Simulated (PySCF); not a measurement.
Geometry (Å), atoms numbered from 1 in this order:
```xyz
18

Si    0.328    1.598    0.411
H     0.464    1.636    1.903
H     1.702    1.745   -0.174
C    -0.810    2.959   -0.160
H    -1.816    2.822    0.266
H    -0.897    2.960   -1.257
H    -0.431    3.942    0.161
O    -0.326    0.154   -0.104
C     0.362   -1.073   -0.237
C    -0.417   -1.935   -1.210
C     0.539   -1.738    1.118
H     1.367   -0.879   -0.667
H    -1.423   -2.139   -0.811
H     0.092   -2.894   -1.386
H    -0.531   -1.416   -2.173
H     1.125   -1.103    1.800
H    -0.444   -1.918    1.580
H     1.061   -2.702    1.020
```

One conformer, no solvent model, relativity neglected, one averaged value for each set of equivalent atoms. Shieldings: GIAO PBE0/pcSseg-1; PBE0-D3(BJ)/def2-SVP geometry; PySCF 2.14.0 with density-fitted response routines.

Shifts are taken against calculated references (same method and geometry level): TMS for ¹³C (184.41 ppm) and ¹H (31.27 ppm) and ²⁹Si (351.99 ppm); ¹⁷O (334.56 ppm) vs H2O.

```csv
atoms,nucleus,count,δ (ppm)
C4,¹³C,1,-3.0
Si1,²⁹Si,1,-12.0
H12,¹H,1,3.79
H13/H14/H15/H16/H17/H18,¹H,6,?
O8,¹⁷O,1,?
H2/H3,¹H,2,4.90
C10/C11,¹³C,2,26.5
C9,¹³C,1,70.0
H5/H6/H7,¹H,3,?
```

Task: Fill in the missing shifts.

Result: 
- H13/H14/H15/H16/H17/H18: 1.18 ppm, hydrogen on a carbon bonded to C
- H5/H6/H7: 0.30 ppm, hydrogen on a carbon bonded to Si
- O8: 65.8 ppm, oxygen bonded to C, Si

Shifts are as computed. Against solution values, carbons near 30 ppm lie about +2 ppm off and those near 130 ppm about +5 ppm. Of 1211 compounds with measured shifts, 218 miss one by over three times the rms of a fit or turn the order of signals round; such compounds aren't used in these exercises. Experimental scales use liquid or dissolved standards, which lie at an offset from isolated H2O (liquid H2O: subtract about 36 ppm).
